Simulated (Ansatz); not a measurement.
Geometry optimisation, RKS PBE/def2-SVP in Ansatz.

Input:

```yaml
crystal:
  periodic: [false, false, false]
  atoms:
    - { symbol: Al, position_ang: [0.0, 0.0, 0.0] }
    - { symbol: F, position_ang: [0.0, 0.0, 2.04] }
    - { symbol: Cl, position_ang: [1.9312, 0.0, -1.115] }
    - { symbol: Cl, position_ang: [-1.9312, 0.0, -1.115] }
    - { symbol: H, position_ang: [0.0777, -1.7634, 0.5865] }
    - { symbol: H, position_ang: [0.0582, -1.3201, 1.5347] }
basis:
  gaussian: { orbitals: def2-SVP }
hamiltonian:
  xc: pbe
relax:
  f_tol: 0.15
  max_steps: 25
  restrain:
    - { distance: [0, 4], at: 1.56, k: 30.0 }
    - { distance: [5, 1], at: 0.92, k: 30.0 }
    - { distance: [0, 1], at: 2.89, k: 30.0 }
    - { distance: [5, 4], at: 1.86, k: 30.0 }
output:
  orbitals: {}
```

Run as:

```bash
$ ansatz run input.yaml --threads 1 --pin off --max-ram 2048MiB --backend cpu --events-out ev --progress --plain --runs-dir out
```

Task: Where does it end, and by what steps?

Result: The forces met the threshold. The restraints hold the end off the free minimum; the threshold counts their pulls, which the force column leaves out. Restrained pairs: Al1–H5 (1.86 → 1.57 Å), F2–H6 (1.41 → 0.94 Å), Al1–F2 (2.04 → 2.88 Å), H5–H6 (1.05 → 1.86 Å). After 8 steps the energy has fallen by 0.345 eV (the restraints' own energy left out); Al1 moved furthest, 0.75 Å.

| step | energy less start (eV) | largest force component (eV/Å) | accepted |
| --- | --- | --- | --- |
| 0 | 0.0000 | 2.402 | yes |
| 1 | 0.3906 | 2.317 | yes |
| 2 | 0.0733 | 1.981 | yes |
| 3 | -0.0265 | 1.961 | yes |
| 4 | -0.3050 | 0.462 | yes |
| 5 | -0.3192 | 0.475 | yes |
| 6 | -0.3272 | 0.454 | yes |
| 7 | -0.3309 | 1.009 | yes |
| 8 | -0.3451 | 0.423 | yes |

```xyz
6
Properties=species:S:1:pos:R:3
Al 0.025 -0.552 -0.502
F 0.015 -0.140 2.344
Cl 1.831 0.262 -1.204
Cl -1.811 0.223 -1.172
H 0.046 -1.842 0.394
H 0.030 -1.035 2.072
```

Time of the run: 36 s on 1 thread of Arm Neoverse N1, with other jobs on the host, peak memory 0.14 GiB.
